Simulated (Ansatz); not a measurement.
Ansatz (a first-principles code) input for In(Me)2 (C2H6In), SMILES [CH3][In][CH3], multiplicity 2, PBE0-D3(BJ)/def2-SVP. 

Ansatz 0.2 input:
```yaml
crystal:
  periodic: [false, false, false]
  atoms:
    - {symbol: In, position_ang: [0.21305490, 0.06729977, 0.26435093]}
    - {symbol: C, position_ang: [1.02056309, 0.07610511, -1.98921866]}
    - {symbol: H, position_ang: [1.63602035, -0.80309741, -2.16905348]}
    - {symbol: H, position_ang: [1.59088919, 0.97656568, -2.20564482]}
    - {symbol: H, position_ang: [0.13104374, 0.03953375, -2.61512087]}
    - {symbol: C, position_ang: [-2.09835826, -0.41642989, 0.65292773]}
    - {symbol: H, position_ang: [-2.33386140, -1.29201824, 0.05105830]}
    - {symbol: H, position_ang: [-2.67800093, 0.43617800, 0.30410385]}
    - {symbol: H, position_ang: [-2.31900983, -0.61290158, 1.69920710]}
basis:
  gaussian:
    orbitals: def2-SVP
hamiltonian:
  xc: pbe0
  dispersion: d3bj
magnetization: {spin_polarized: true, initial_magnetization: 1}
relax: {f_tol: 0.002, max_steps: 200}
```

Program output:

```
WARN ansatz: RAYON_NUM_THREADS=1 ignored (pool sized by the plan → 1); use --threads N
Functional definition: PBE0
integrals: 0.04 GiB planned
1023 factors; integrals over basis functions are off by at most 3.6e-4 eV
mean field: 0.45 GiB planned
mean field evaluation 1: about -7328.6374 eV, gradient 4.5e1 eV
mean field evaluation 2: about -7316.9403 eV, gradient 5.9e1 eV
mean field evaluation 4: about -7339.9199 eV, gradient 1.3e0 eV
mean field evaluation 8: about -7339.9419 eV, gradient 1.0e-1 eV
mean field evaluation 16: about -7339.9420 eV, gradient 1.4e-5 eV
mean field -7339.94200427 eV, -269.7378934656 hartree, gradient 1.4e-5 eV, S^2 0.757103; 0 other end points of the search recorded, 0 dependent functions left out
the calculation of the forces begins
reference -7339.94203782 eV, -269.7378946984 hartree; 20, 19 occupied and 64, 65 virtual orbitals, 1023 factors
relax step   1: F+E_penalty+E_count = -7340.06736767 eV  Δ(F+E_penalty+E_count) = +0.000e0 eV  max|allowed force component| = 1.210e0 eV/Å  Δτ_max = 0.0000 Å  (29 SCF iters, accepted)
these checks for a lower state are left out or cut short: starts, cluster_reference, orbital_swaps, neighbouring_geometries, increment
integrals: 0.04 GiB planned
1023 factors; integrals over basis functions are off by at most 3.9e-4 eV
mean field: 0.45 GiB planned
mean field -7340.18046155 eV, -269.7466566089 hartree, gradient 2.2e-5 eV, S^2 0.752759; 0 other end points of the search recorded, 0 dependent functions left out
the calculation of the forces begins
reference -7340.18049562 eV, -269.7466578610 hartree; 20, 19 occupied and 64, 65 virtual orbitals, 1023 factors
relax step   2: F+E_penalty+E_count = -7340.30837239 eV  Δ(F+E_penalty+E_count) = -2.410e-1 eV  max|allowed force component| = 2.365e-1 eV/Å  Δτ_max = 0.1955 Å  (32 SCF iters, accepted)
these checks for a lower state are left out or cut short: starts, cluster_reference, orbital_swaps, neighbouring_geometries, increment
integrals: 0.04 GiB planned
1023 factors; integrals over basis functions are off by at most 3.8e-4 eV
mean field: 0.45 GiB planned
mean field -7340.18920896 eV, -269.7469780703 hartree, gradient 5.5e-5 eV, S^2 0.752973; 0 other end points of the search recorded, 0 dependent functions left out
the calculation of the forces begins
reference -7340.18924250 eV, -269.7469793030 hartree; 20, 19 occupied and 64, 65 virtual orbitals, 1023 factors
relax step   3: F+E_penalty+E_count = -7340.31751877 eV  Δ(F+E_penalty+E_count) = -9.146e-3 eV  max|allowed force component| = 1.239e-1 eV/Å  Δτ_max = 0.0791 Å  (29 SCF iters, accepted)
these checks for a lower state are left out or cut short: starts, cluster_reference, orbital_swaps, neighbouring_geometries, increment
integrals: 0.04 GiB planned
1023 factors; integrals over basis functions are off by at most 3.7e-4 eV
mean field: 0.45 GiB planned
mean field evaluation 32: about -7340.1925 eV, gradient 5.4e-2 eV
mean field -7340.19254987 eV, -269.7471008464 hartree, gradient 5.0e-5 eV, S^2 0.753078; 0 other end points of the search recorded, 0 dependent functions left out
the calculation of the forces begins
reference -7340.19258337 eV, -269.7471020776 hartree; 20, 19 occupied and 64, 65 virtual orbitals, 1023 factors
relax step   4: F+E_penalty+E_count = -7340.32095563 eV  Δ(F+E_penalty+E_count) = -3.437e-3 eV  max|allowed force component| = 3.035e-2 eV/Å  Δτ_max = 0.0416 Å  (29 SCF iters, accepted)
these checks for a lower state are left out or cut short: starts, cluster_reference, orbital_swaps, neighbouring_geometries, increment
integrals: 0.04 GiB planned
1023 factors; integrals over basis functions are off by at most 3.7e-4 eV
mean field: 0.45 GiB planned
mean field -7340.19295613 eV, -269.7471157764 hartree, gradient 1.4e-5 eV, S^2 0.753005; 0 other end points of the search recorded, 0 dependent functions left out
the calculation of the forces begins
reference -7340.19298960 eV, -269.7471170062 hartree; 20, 19 occupied and 64, 65 virtual orbitals, 1023 factors
relax step   5: F+E_penalty+E_count = -7340.32155610 eV  Δ(F+E_penalty+E_count) = -6.005e-4 eV  max|allowed force component| = 7.645e-3 eV/Å  Δτ_max = 0.0108 Å  (27 SCF iters, accepted)
these checks for a lower state are left out or cut short: starts, cluster_reference, orbital_swaps, neighbouring_geometries, increment
integrals: 0.04 GiB planned
1023 factors; integrals over basis functions are off by at most 3.7e-4 eV
mean field: 0.45 GiB planned
[...]
reference -7340.19472386 eV, -269.7471807392 hartree; 20, 19 occupied and 64, 65 virtual orbitals, 1023 factors
relax step  38: F+E_penalty+E_count = -7340.32370229 eV  Δ(F+E_penalty+E_count) = -5.773e-5 eV  max|allowed force component| = 7.664e-3 eV/Å  Δτ_max = 0.0219 Å  (29 SCF iters, accepted)
these checks for a lower state are left out or cut short: starts, cluster_reference, orbital_swaps, neighbouring_geometries, increment
integrals: 0.04 GiB planned
1023 factors; integrals over basis functions are off by at most 4.1e-4 eV
mean field: 0.45 GiB planned
mean field -7340.19470365 eV, -269.7471799965 hartree, gradient 5.3e-5 eV, S^2 0.753086; 0 other end points of the search recorded, 0 dependent functions left out
the calculation of the forces begins
reference -7340.19473701 eV, -269.7471812225 hartree; 20, 19 occupied and 64, 65 virtual orbitals, 1023 factors
relax step  39: F+E_penalty+E_count = -7340.32373565 eV  Δ(F+E_penalty+E_count) = -3.335e-5 eV  max|allowed force component| = 3.470e-2 eV/Å  Δτ_max = 0.0391 Å  (30 SCF iters, accepted)
these checks for a lower state are left out or cut short: starts, cluster_reference, orbital_swaps, neighbouring_geometries, increment
integrals: 0.04 GiB planned
1023 factors; integrals over basis functions are off by at most 4.1e-4 eV
mean field: 0.45 GiB planned
mean field -7340.19476452 eV, -269.7471822333 hartree, gradient 8.2e-5 eV, S^2 0.753082; 0 other end points of the search recorded, 0 dependent functions left out
the calculation of the forces begins
reference -7340.19479789 eV, -269.7471834596 hartree; 20, 19 occupied and 64, 65 virtual orbitals, 1023 factors
relax step  40: F+E_penalty+E_count = -7340.32378350 eV  Δ(F+E_penalty+E_count) = -4.786e-5 eV  max|allowed force component| = 1.452e-2 eV/Å  Δτ_max = 0.0035 Å  (23 SCF iters, accepted)
these checks for a lower state are left out or cut short: starts, cluster_reference, orbital_swaps, neighbouring_geometries, increment
integrals: 0.04 GiB planned
1023 factors; integrals over basis functions are off by at most 4.1e-4 eV
mean field: 0.45 GiB planned
mean field -7340.19477675 eV, -269.7471826829 hartree, gradient 1.9e-5 eV, S^2 0.753078; 0 other end points of the search recorded, 0 dependent functions left out
the calculation of the forces begins
reference -7340.19481012 eV, -269.7471839090 hartree; 20, 19 occupied and 64, 65 virtual orbitals, 1023 factors
relax step  41: F+E_penalty+E_count = -7340.32380507 eV  Δ(F+E_penalty+E_count) = -2.156e-5 eV  max|allowed force component| = 1.226e-3 eV/Å  Δτ_max = 0.0049 Å  (25 SCF iters, accepted)
these checks for a lower state are left out or cut short: starts, cluster_reference, orbital_swaps, neighbouring_geometries, increment
integrals: 0.04 GiB planned
1023 factors; integrals over basis functions are off by at most 4.1e-4 eV
mean field: 0.45 GiB planned
mean field -7340.19482530 eV, -269.7471844669 hartree, gradient 5.2e-5 eV, S^2 0.753076; 0 other end points of the search recorded, 0 dependent functions left out
the calculation of the forces begins
reference -7340.19485867 eV, -269.7471856934 hartree; 20, 19 occupied and 64, 65 virtual orbitals, 1023 factors
relax step  42: F+E_penalty+E_count = -7340.32384054 eV  Δ(F+E_penalty+E_count) = -3.548e-5 eV  max|allowed force component| = 4.699e-3 eV/Å  Δτ_max = 0.0215 Å  (29 SCF iters, accepted)
these checks for a lower state are left out or cut short: starts, cluster_reference, orbital_swaps, neighbouring_geometries, increment
integrals: 0.04 GiB planned
1023 factors; integrals over basis functions are off by at most 4.4e-4 eV
mean field: 0.45 GiB planned
mean field -7340.19258464 eV, -269.7471021243 hartree, gradient 1.0e-5 eV, S^2 0.753091; 0 other end points of the search recorded, 0 dependent functions left out
the calculation of the forces begins
reference -7340.19261776 eV, -269.7471033415 hartree; 20, 19 occupied and 64, 65 virtual orbitals, 1023 factors
relax step  43: F+E_penalty+E_count = -7340.32163188 eV  Δ(F+E_penalty+E_count) = +2.209e-3 eV  max|allowed force component| = 1.984e-1 eV/Å  Δτ_max = 0.1133 Å  (30 SCF iters, rejected (line search))
these checks for a lower state are left out or cut short: starts, cluster_reference, orbital_swaps, neighbouring_geometries, increment
integrals: 0.04 GiB planned
1023 factors; integrals over basis functions are off by at most 4.1e-4 eV
mean field: 0.45 GiB planned
mean field evaluation 256: about -7340.1948 eV, gradient 8.0e-5 eV
mean field -7340.19477996 eV, -269.7471828008 hartree, gradient 8.0e-5 eV, S^2 0.753100; 0 other end points of the search recorded, 0 dependent functions left out
the calculation of the forces begins
reference -7340.19481330 eV, -269.7471840260 hartree; 20, 19 occupied and 64, 65 virtual orbitals, 1023 factors
relax step  44: F+E_penalty+E_count = -7340.32379575 eV  Δ(F+E_penalty+E_count) = +4.480e-5 eV  max|allowed force component| = 2.136e-2 eV/Å  Δτ_max = 0.0037 Å  (24 SCF iters, rejected (line search))
these checks for a lower state are left out or cut short: starts, cluster_reference, orbital_swaps, neighbouring_geometries, increment
integrals: 0.04 GiB planned
1023 factors; integrals over basis functions are off by at most 4.1e-4 eV
mean field: 0.45 GiB planned
mean field -7340.19482136 eV, -269.7471843223 hartree, gradient 2.2e-5 eV, S^2 0.753078; 0 other end points of the search recorded, 0 dependent functions left out
the calculation of the forces begins
reference -7340.19485473 eV, -269.7471855484 hartree; 20, 19 occupied and 64, 65 virtual orbitals, 1023 factors
relax step  45: F+E_penalty+E_count = -7340.32384804 eV  Δ(F+E_penalty+E_count) = -7.500e-6 eV  max|allowed force component| = 1.409e-3 eV/Å  Δτ_max = 0.0018 Å  (22 SCF iters, accepted)
these checks for a lower state are left out or cut short: starts, cluster_reference, orbital_swaps, neighbouring_geometries, increment
integrals: 0.04 GiB planned
1023 factors; integrals over basis functions are off by at most 4.1e-4 eV
mean field: 0.45 GiB planned
mean field -7340.19482475 eV, -269.7471844469 hartree, gradient 8.9e-6 eV, S^2 0.753079; 0 other end points of the search recorded, 0 dependent functions left out
the calculation of the forces begins
reference -7340.19485810 eV, -269.7471856725 hartree; 20, 19 occupied and 64, 65 virtual orbitals, 1023 factors
relax step  46: F+E_penalty+E_count = -7340.32386164 eV  Δ(F+E_penalty+E_count) = -1.360e-5 eV  max|allowed force component| = 1.815e-3 eV/Å  Δτ_max = 0.0082 Å  (26 SCF iters, accepted)
integrals: 0.04 GiB planned
1023 factors; integrals over basis functions are off by at most 4.1e-4 eV
mean field: 0.45 GiB planned
mean field -7340.19482475 eV, -269.7471844469 hartree, gradient 8.9e-6 eV, S^2 0.753079; 1 other end points of the search recorded, 0 dependent functions left out
the calculation of the forces begins
reference -7340.19485810 eV, -269.7471856725 hartree; 20, 19 occupied and 64, 65 virtual orbitals, 1023 factors
Total energy: -7340.32389499 eV, -269.7519276908 hartree
Atom 0 at     0.093665     0.322786     0.179008 Å, force    -0.001275    -0.001162    -0.001616 eV/Å
Atom 1 at     0.878837     0.128027    -1.879930 Å, force     0.001815     0.000297     0.001196 eV/Å
Atom 2 at     1.002770    -0.943590    -2.104737 Å, force    -0.001103    -0.000767     0.000334 eV/Å
Atom 3 at     1.842612     0.638724    -2.005620 Å, force     0.001039     0.000554    -0.000508 eV/Å
Atom 4 at     0.142179     0.551361    -2.581210 Å, force    -0.001144     0.000746    -0.000347 eV/Å
Atom 5 at    -1.940469    -0.457328     0.562991 Å, force     0.000810     0.000924     0.000982 eV/Å
Atom 6 at    -1.994486    -1.497351     0.203640 Å, force     0.000813    -0.000862     0.000017 eV/Å
Atom 7 at    -2.659386     0.150271    -0.009927 Å, force    -0.000120     0.000437    -0.000823 eV/Å
Atom 8 at    -2.203382    -0.421666     1.628395 Å, force    -0.000834    -0.000167     0.000765 eV/Å
Dipole moment:    -0.032752    -0.025562    -0.043938 e Å
```

Self-consistency was reached.

Cost: very roughly 2.4 core-minutes.
